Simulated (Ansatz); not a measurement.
`FC1(Br)BO1`. The species carries charge 0 and has multiplicity 1. All single points use the PBE0-D4/def2-TZVP geometry.

```xyz
6

F     0.932   -0.405   -1.407
C     0.409    0.145   -0.307
Br    1.354    1.740    0.145
B    -0.600   -0.545    0.569
O    -1.014    0.299   -0.395
H    -1.081   -1.235    1.396
```

What is the dipole moment at ωB97M-V/def2-TZVPP? (Estimate.)

The calculation gave: 1.91 D, with components (-0.57, -1.03, 1.50) D in this frame, pointing from negative to positive charge.

And with PBE, r2SCAN, B3LYP? (Estimate.)

Ansatz gave: PBE 1.67 D, r2SCAN 1.84 D, B3LYP 1.89 D.

Give the Mulliken charges with ωB97M-V, PBE, r2SCAN in def2-TZVPP. (Estimate.)

Ansatz gave: 
```json
{"atom": "F1", "ωB97M-V": "-0.16", "PBE": "-0.12", "r2SCAN": "-0.16"}
{"atom": "C2", "ωB97M-V": "0.26", "PBE": "0.27", "r2SCAN": "0.33"}
{"atom": "Br3", "ωB97M-V": "-0.03", "PBE": "-0.05", "r2SCAN": "-0.06"}
{"atom": "B4", "ωB97M-V": "0.00", "PBE": "-0.01", "r2SCAN": "0.05"}
{"atom": "O5", "ωB97M-V": "-0.20", "PBE": "-0.13", "r2SCAN": "-0.20"}
{"atom": "H6", "ωB97M-V": "0.12", "PBE": "0.05", "r2SCAN": "0.05"}
```

B3LYP here is the variant with VWN-RPA as its local correlation; programs differ in this.
